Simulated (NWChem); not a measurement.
# CH₆FNSi; SMILES [SiH2](F)CN

```xyz
10

N      0.0813     2.1441     0.0000
C     -0.7117     0.9159     0.0000
Si     0.4123    -0.5909     0.0000
F     -0.4057    -2.0023     0.0000
H      0.6837     2.2026     0.8188
H      0.6837     2.2026    -0.8188
H     -1.3816     0.9130    -0.8762
H     -1.3816     0.9130     0.8762
H      1.2754    -0.5594     1.2183
H      1.2754    -0.5594    -1.2183
```
Atoms are numbered in this order, from 1.

The geometry was optimised at PBE0/def2-SVP.

 Unshifted, non-relativistic core excitations; the lowest 4 roots alone, so stronger bands may lie above.

Question: List the first C K-edge excitations from BHandHLYP/6-311G** (spherical d), restricted-window TDA (NWChem).

Answer: 
```csv
state,energy (eV),dipole oscillator strength,leading excitation (squared amplitude)
S1,286.1,0.0136,1s of atom 2 or its equivalents → LUMO (0.69)
S2,286.6,0.0049,1s of atom 2 or its equivalents → LUMO+1 (0.71)
S3,287.0,0.0422,1s of atom 2 or its equivalents → LUMO+3 (0.59)
S4,287.6,0.0491,1s of atom 2 or its equivalents → LUMO+6 (0.43)
```
